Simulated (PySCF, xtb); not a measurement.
BF2H3OSi, SMILES FB(F)O[SiH3].

GFN2-xTB run with xtb at its own geometry gives an orbital gap of 6.37 eV and a dipole moment of 2.92 D.

Coordinates come from a r2SCAN-D4/def2-SVP optimisation. One conformer was computed; it need not be the lowest.

Problem. What does ωB97X/def2-TZVP in PySCF give? (The exact figures need the calculation; the answer reports its results.)

Solution. gap 13.92 eV (levels -12.15 and 1.77 eV), dipole 1.84 D.
